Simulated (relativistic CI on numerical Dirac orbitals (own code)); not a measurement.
# Calculated levels, Ho42+

Calculated at this level of theory: Dirac-Coulomb-Breit CI, orbitals from a KLI potential per configuration, model QED (radiative potential, 1s self-energy scaled to tabulated hydrogen-like ionisation energies), unscaled Slater integrals (own radial code, finite nucleus).

Configurations in the expansion (outside the closed core [Ne]): 3s²3p⁶3d⁷, 3s²3p⁵3d⁸, 3s²3p⁴3d⁹, 3s3p⁶3d⁸, 3p⁶3d⁹, 3s3p⁵3d⁹, 3s²3p⁶3d⁶4s, 3s²3p⁶3d⁶4p, 3s²3p⁴3d⁸4s, 3s²3p⁶3d⁶4d, 3s²3p⁴3d⁸4p, 3s²3p⁵3d⁷4s, 3s²3p⁶3d⁶4f, 3s²3p⁵3d⁷4p, 3s²3p⁶3d⁵4s², 3s3p⁶3d⁷4s. Levels of other configurations are missing.

The lowest level is 3s²3p⁶3d⁷ ⁴F9/2, with 63 % of that term; Hund's rules for 3s²3p⁶3d⁷ give ⁴F with J = 9/2, in agreement.

```tsv
No.	Configuration	Term	J	E (eV)	%	Next component (%)	Lifetime (s)	jj configuration (%)
1	3s²3p⁶3d⁷	⁴F	9/2	0.000	63	32 ²G		3d5/2^3 (98)
2	3s²3p⁶3d⁷	²P	3/2	10.902	50	26 ²D		3d5/2^3 (98)
3	3s²3p⁶3d⁷	²D	5/2	16.349	50	24 ⁴P	3.91e-02	3d5/2^3 (94)
4	3s²3p⁶3d⁷	⁴F	7/2	39.357	87	12 ²G	1.17e-06	3d3/2^3 3d5/2^4 (98)
5	3s²3p⁶3d⁷	²H	9/2	46.159	35	33 ²G	1.84e-06	3d3/2^3 3d5/2^4 (97)
6	3s²3p⁶3d⁷	⁴P	3/2	47.886	35	35 ⁴F	1.44e-06	3d3/2^3 3d5/2^4 (98)
7	3s²3p⁶3d⁷	⁴P	5/2	49.702	59	25 ⁴F	2.44e-06	3d3/2^3 3d5/2^4 (96)
8	3s²3p⁶3d⁷	⁴P	1/2	51.223	51	48 ²P	1.69e-06	3d3/2^3 3d5/2^4 (100)
9	3s²3p⁶3d⁷	²H	11/2	53.637	100		2.16e-05	3d3/2^3 3d5/2^4 (100)
10	3s²3p⁶3d⁷	²G	7/2	58.712	50	46 ²F	7.86e-06	3d3/2^3 3d5/2^4 (95)
11	3s²3p⁶3d⁷	²F	5/2	63.824	67	27 ²D	4.16e-06	3d3/2^3 3d5/2^4 (96)
12	3s²3p⁶3d⁷	²D	3/2	78.550	86	9 ⁴F	2.22e-06	3d3/2^3 3d5/2^4 (93)
13	3s²3p⁶3d⁷	⁴F	5/2	85.732	58	36 ²D	5.66e-07	3d3/2^2 3d5/2^5 (97)
14	3s²3p⁶3d⁷	⁴P	3/2	89.147	37	29 ⁴F	7.61e-07	3d3/2^2 3d5/2^5 (95)
15	3s²3p⁶3d⁷	²H	9/2	93.744	61	35 ²G	1.10e-06	3d3/2^2 3d5/2^5 (99)
16	3s²3p⁶3d⁷	²P	1/2	93.756	51	49 ⁴P	9.46e-07	3d3/2^2 3d5/2^5 (100)
17	3s²3p⁶3d⁷	²F	7/2	97.001	53	38 ²G	1.08e-06	3d3/2^2 3d5/2^5 (94)
18	3s²3p⁶3d⁷	²D	5/2	118.231	72	20 ²F	7.48e-07	3d3/2^2 3d5/2^5 (97)
19	3s²3p⁶3d⁷	²D	3/2	136.943	55	22 ⁴F	3.92e-07	3d3/2 3d5/2^6 (97)
20	3s²3p⁵3d⁸	⁴G°	11/2	336.848	94	6 ²H°	1.13e-11	3p3/2^3 3d5/2^4 (96)
21	3s²3p⁵3d⁸	²D°	5/2	347.481	58	19 ²F°	3.20e-12	3p3/2^3 3d5/2^4 (98)
22	3s²3p⁵3d⁸	²F°	7/2	348.312	58	34 ⁴D°	5.58e-12	3p3/2^3 3d5/2^4 (97)
23	3s²3p⁵3d⁸	⁴F°	9/2	354.914	60	31 ²G°	1.18e-12	3p3/2^3 3d5/2^4 (97)
24	3s²3p⁵3d⁸	²P°	1/2	364.437	42	39 ²S°	1.01e-12	3p3/2^3 3d5/2^4 (95)
25	3s²3p⁵3d⁸	²P°	3/2	375.562	45	23 ⁴D°	2.27e-12	3p3/2^3 3d5/2^4 (90)
26	3s²3p⁵3d⁸	⁴D°	7/2	375.600	54	27 ²F°	5.92e-13	3p3/2^3 3d5/2^4 (87)
27	3s²3p⁵3d⁸	²D°	5/2	378.265	50	15 ⁴P°	1.09e-12	3p3/2^3 3d5/2^4 (90)
28	3s²3p⁵3d⁸	²P°	3/2	384.156	38	21 ²D°	6.79e-13	3p3/2^3 3d5/2^4 (84)
29	3s²3p⁵3d⁸	⁴G°	9/2	384.673	67	26 ²G°	3.46e-12	3p3/2^3 3d3/2^3 3d5/2^5 (97)
30	3s²3p⁵3d⁸	⁴D°	7/2	389.920	37	32 ⁴F°	2.20e-12	3p3/2^3 3d3/2^3 3d5/2^5 (98)
```

Energies count from the lowest computed level; ° marks odd parity; lifetimes are radiative, by E1, M1, E2, M2 decay to levels of this space only; some are left blank where a channel outside the calculation adds to the decay or the decay crosses a small, uncertain gap. Filled j subshells are mostly left out of the jj labels.

The mean weight of the leading LS term, summed over parents, in these 30 levels is 57 %, and that of the leading jj configuration (from the same eigenvectors) 96 %, so jj coupling describes them better and the LS labels are nominal.

At this charge energies of transitions that change n are usually good to better than 1 %, and those within a shell (Δn = 0) to a few per cent.

LS names give the leading component of a level, which can be under half, so a name can repeat, a term be missing and a line seem to break the LS rules.
